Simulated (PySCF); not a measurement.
PySCF input (M06-L/def2-TZVPD):

```python
from pyscf import gto, scf, dft

mol = gto.M(
    atom='''
    In    0.22968646    0.11637452    0.09396297
    F    -0.81330662    0.94863218   -1.36336726
    F    -0.43720853   -1.58222678    0.85179110
    ''',
    basis='def2-tzvpd',
    ecp='def2-tzvp',
    charge=0,
    spin=1,
    verbose=4,
)

mf = dft.UKS(mol, xc='m06l').density_fit(auxbasis='def2-universal-jkfit')
mf.grids.level = 4
mf.conv_tol = 1e-9
mf.max_cycle = 100
mf.max_memory = 1500
mf.kernel()
if not mf.converged:
    mf = mf.newton()
    mf.kernel(mf.make_rdm1())
for _ in range(2):
    mo, _, stable, _ = mf.stability(return_status=True)
    if stable:
        break
    mf.kernel(mf.make_rdm1(mo, mf.mo_occ))
mf.analyze()
```

End of the output:

```
Extra cycle  E= -390.061157065861  delta_E= 1.54e-11  |g|= 1.12e-05  |ddm|= 2.15e-05
converged SCF energy = -390.061157065861  <S^2> = 0.75238562  2S+1 = 2.0023842
uhf_internal: lowest eigs of H = [0.5528732  0.56547743 0.56697735]
<class 'pyscf.df.df_jk.DFUKS'> wavefunction is stable in the internal stability analysis
**** SCF Summaries ****
Total Energy =                        -390.061157065860812
Nuclear Repulsion Energy =             113.898114860781618
One-electron Energy =                 -842.205440865069249
Two-electron Energy =                  338.246168938426820
Two-electron Coulomb Energy =          376.114163313195036
DFT Exchange-Correlation Energy =      -37.867994374768195
HOMO-LUMO gap [eV] =                     0.917020055835867
**** MO energy ****
                             alpha | beta                alpha | beta
MO #1   energy= -24.4498797490221  | -24.4441717643023  occ= 1 | 1
MO #2   energy= -24.4498633337042  | -24.444155110422   occ= 1 | 1
MO #3   energy= -4.61432205346281  | -4.61196641195466  occ= 1 | 1
MO #4   energy= -3.03734085997411  | -3.03487468557132  occ= 1 | 1
MO #5   energy= -3.03029198817417  | -3.02787400795236  occ= 1 | 1
MO #6   energy= -3.02555090151675  | -3.02244575099176  occ= 1 | 1
MO #7   energy= -1.10193214060427  | -1.08501354898843  occ= 1 | 1
MO #8   energy= -1.10031930968066  | -1.08341727901606  occ= 1 | 1
MO #9   energy= -0.74581170561325  | -0.741024632959792 occ= 1 | 1
MO #10  energy= -0.745733305760711 | -0.740802004472983 occ= 1 | 1
MO #11  energy= -0.742398262176692 | -0.737744269004699 occ= 1 | 1
MO #12  energy= -0.736295737210126 | -0.731077822747617 occ= 1 | 1
MO #13  energy= -0.735165394038655 | -0.728823730013437 occ= 1 | 1
MO #14  energy= -0.418557986247194 | -0.398580407621317 occ= 1 | 1
MO #15  energy= -0.369566760918403 | -0.342771777275661 occ= 1 | 1
MO #16  energy= -0.340104229023755 | -0.333562746897271 occ= 1 | 1
MO #17  energy= -0.337337199310907 | -0.328213262058719 occ= 1 | 1
MO #18  energy= -0.330442888131907 | -0.323932449183688 occ= 1 | 1
MO #19  energy= -0.32828933971793  | -0.321579403682601 occ= 1 | 1
MO #20  energy= -0.238298264944692 | -0.204598399191369 occ= 1 | 0
MO #21  energy= -0.0814887025927256 | -0.0701583175848484 occ= 0 | 0
MO #22  energy= -0.0248781972596296 | -0.0147325305700758 occ= 0 | 0
MO #23  energy= -0.002566779884216 | 0.00612980852424043 occ= 0 | 0
MO #24  energy= 0.0015508374767778 | 0.0325286669163418 occ= 0 | 0
MO #25  energy= 0.0454088799811127 | 0.0685835476338165 occ= 0 | 0
MO #26  energy= 0.0514097390136974 | 0.0733244263252264 occ= 0 | 0
MO #27  energy= 0.0526729741892452 | 0.073509248405229  occ= 0 | 0
MO #28  energy= 0.0540090191824559 | 0.0764672162311629 occ= 0 | 0
MO #29  energy= 0.0562514810196609 | 0.0793436078214055 occ= 0 | 0
MO #30  energy= 0.0583240121140271 | 0.107134663616724  occ= 0 | 0
MO #31  energy= 0.0666122925642965 | 0.124553599438784  occ= 0 | 0
MO #32  energy= 0.0796459241903971 | 0.125901111740921  occ= 0 | 0
MO #33  energy= 0.14501151240858   | 0.170518571437438  occ= 0 | 0
MO #34  energy= 0.171202251454286  | 0.181349620689814  occ= 0 | 0
MO #35  energy= 0.178277603350991  | 0.194438320740737  occ= 0 | 0
MO #36  energy= 0.187357606342405  | 0.194480148494962  occ= 0 | 0
MO #37  energy= 0.187422935117542  | 0.199064053824836  occ= 0 | 0
MO #38  energy= 0.214932863048198  | 0.229351263047915  occ= 0 | 0
MO #39  energy= 0.222933847704426  | 0.232755534087863  occ= 0 | 0
MO #40  energy= 0.236864830214963  | 0.240956374882998  occ= 0 | 0
MO #41  energy= 0.246768896355757  | 0.241697629917809  occ= 0 | 0
MO #42  energy= 0.252634406932917  | 0.251615183814909  occ= 0 | 0
MO #43  energy= 0.283271413047238  | 0.277084339289152  occ= 0 | 0
MO #44  energy= 0.296914061008387  | 0.294972565080554  occ= 0 | 0
MO #45  energy= 0.365395868632053  | 0.35999662909922   occ= 0 | 0
MO #46  energy= 0.383575334035457  | 0.378422685297845  occ= 0 | 0
MO #47  energy= 0.470298285788303  | 0.45990699624938   occ= 0 | 0
MO #48  energy= 0.497448255561285  | 0.491482934160099  occ= 0 | 0
MO #49  energy= 0.50567157052884   | 0.49362409724167   occ= 0 | 0
MO #50  energy= 0.527585864508796  | 0.521442541578955  occ= 0 | 0
MO #51  energy= 0.533387754978185  | 0.531193125397217  occ= 0 | 0
MO #52  energy= 0.535931618570476  | 0.539202446025464  occ= 0 | 0
MO #53  energy= 0.574573835841719  | 0.572797005215616  occ= 0 | 0
MO #54  energy= 0.633545214522114  | 0.625835378912047  occ= 0 | 0
MO #55  energy= 0.642305947892236  | 0.636114946214806  occ= 0 | 0
MO #56  energy= 0.655407220091917  | 0.653630987162     occ= 0 | 0
MO #57  energy= 0.678531968877809  | 0.678035855872424  occ= 0 | 0
MO #58  energy= 0.708964172725335  | 0.707069668181516  occ= 0 | 0
MO #59  energy= 0.720687497123217  | 0.725029848523962  occ= 0 | 0
MO #60  energy= 0.725071993159603  | 0.728779130923648  occ= 0 | 0
MO #61  energy= 0.735426283831001  | 0.738028698829961  occ= 0 | 0
MO #62  energy= 0.739653109739815  | 0.73915154092173   occ= 0 | 0
MO #63  energy= 0.763962210912618  | 0.760727159104588  occ= 0 | 0
MO #64  energy= 0.819044464270736  | 0.815107916232474  occ= 0 | 0
MO #65  energy= 0.887335738649071  | 0.875984536088035  occ= 0 | 0
MO #66  energy= 0.907529186642363  | 0.897485114878578  occ= 0 | 0
MO #67  energy= 0.919383473290521  | 0.89833872991459   occ= 0 | 0
MO #68  energy= 0.933253808278604  | 0.922014083156392  occ= 0 | 0
MO #69  energy= 0.937280630672194  | 0.924097115692127  occ= 0 | 0
MO #70  energy= 0.997797165034726  | 0.992636456758849  occ= 0 | 0
MO #71  energy= 1.01972867575807   | 1.02121860496317   occ= 0 | 0
MO #72  energy= 1.0504438144744    | 1.04958636479796   occ= 0 | 0
MO #73  energy= 1.07683477201375   | 1.07116307615332   occ= 0 | 0
MO #74  energy= 1.11016902263226   | 1.10217363789279   occ= 0 | 0
MO #75  energy= 1.14324903569611   | 1.14157138531599   occ= 0 | 0
MO #76  energy= 1.17861849213253   | 1.17296250926137   occ= 0 | 0
MO #77  energy= 1.22013236972182   | 1.21834040685938   occ= 0 | 0
MO #78  energy= 1.32924560617058   | 1.32960775394682   occ= 0 | 0
MO #79  energy= 1.47688216000648   | 1.47620195197036   occ= 0 | 0
MO #80  energy= 2.16396256881494   | 2.16057049373565   occ= 0 | 0
MO #81  energy= 2.17363266450552   | 2.16986961728279   occ= 0 | 0
MO #82  energy= 2.21002806758923   | 2.20589205199304   occ= 0 | 0
MO #83  energy= 2.21440530002357   | 2.21200173431411   occ= 0 | 0
MO #84  energy= 2.25290199964605   | 2.25314421689685   occ= 0 | 0
MO #85  energy= 2.25632645442635   | 2.25360433965885   occ= 0 | 0
MO #86  energy= 2.29025156958882   | 2.29526417939127   occ= 0 | 0
MO #87  energy= 2.30089445303839   | 2.30188780678683   occ= 0 | 0
MO #88  energy= 2.30773449657893   | 2.30856723435317   occ= 0 | 0
MO #89  energy= 2.32040344400392   | 2.3211453637283    occ= 0 | 0
MO #90  energy= 2.33074552496214   | 2.33078437197161   occ= 0 | 0
MO #91  energy= 2.34334977408857   | 2.35050968968267   occ= 0 | 0
MO #92  energy= 2.36291832247273   | 2.37111141044221   occ= 0 | 0
MO #93  energy= 2.36342108845413   | 2.3733784622001    occ= 0 | 0
MO #94  energy= 2.51245968510429   | 2.51335030032962   occ= 0 | 0
MO #95  energy= 2.55178358611555   | 2.5566159532374    occ= 0 | 0
MO #96  energy= 2.70795629055208   | 2.71831291880432   occ= 0 | 0
MO #97  energy= 3.26039076285886   | 3.26310300352098   occ= 0 | 0
MO #98  energy= 3.44690328255518   | 3.45264821064146   occ= 0 | 0
MO #99  energy= 3.48356564250535   | 3.48634030678972   occ= 0 | 0
MO #100 energy= 3.48474054885133   | 3.48760515325684   occ= 0 | 0
MO #101 energy= 3.56595428990147   | 3.57117391076246   occ= 0 | 0
MO #102 energy= 3.72831896704984   | 3.75098145614336   occ= 0 | 0
MO #103 energy= 3.80428961625423   | 3.82377000500295   occ= 0 | 0
MO #104 energy= 4.18838780372363   | 4.20007467410219   occ= 0 | 0
[...]
```

It need not be the lowest isomer of its formula.
